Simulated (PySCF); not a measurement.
Compound: C3H9NOSi.
SMILES: `CN(C)C(=O)[SiH3]`

Vertical excitations from PySCF (density fitting, frozen core in the response, grid level 2 and gas phase unless stated; continuum runs use non-equilibrium linear response for the excitations) on a GFN2-xTB geometry. Reference run:

| settings | S1, eV (f) | S2, eV (f) | S3, eV (f) | S4, eV (f) | S5, eV (f) | S6, eV (f) | T1, eV (Tamm–Dancoff) | mean α (au) |
| --- | --- | --- | --- | --- | --- | --- | --- | --- |
| PBE0/def2-SVPD, full TDDFT, 8 singlets | 4.83 (0.003) | 6.19 (0.132) | 6.28 (0.034) | 6.37 (0.022) | 6.75 (0.048) | 6.86 (0.091) | 4.20 | 77.8 |

Problem. What do these settings give: PBE0/def2-SVPD, IEF-PCM benzene, full TDDFT, 6 singlets?

Solution. 
| settings | S1, eV (f) | S2, eV (f) | S3, eV (f) | S4, eV (f) | S5, eV (f) | S6, eV (f) | T1, eV (Tamm–Dancoff) | mean α (au) |
| --- | --- | --- | --- | --- | --- | --- | --- | --- |
| PBE0/def2-SVPD, IEF-PCM benzene, full TDDFT, 6 singlets | 4.90 (0.005) | 6.12 (0.233) | 6.40 (0.002) | 6.44 (0.025) | 6.90 (0.176) | 6.97 (0.021) | 4.28 | 88.4 |

S1 moves by +0.07 eV. States are counted by energy in each run and needn't keep their character from row to row.

Problem. Which orbital pairs make up S1 in each run, and how does it sit against the orbital gap?

Solution. 
```csv
settings,S1 configurations (weight),S1 (eV),orbital gap (eV),S1 − gap (eV)
"PBE0/def2-SVPD, full TDDFT, 8 singlets",H→L 0.98,4.83,6.80,-1.97
"PBE0/def2-SVPD, IEF-PCM benzene, full TDDFT, 6 singlets",H→L 0.98,4.90,6.87,-1.97
```

The structure is a single GFN2-xTB conformer; no vibrational corrections.

Conformer computed: `[CH3:1][N:2]([CH3:3])[C:4](=[O:5])[SiH3:6]`: C1–N2–C4–O5 180°.
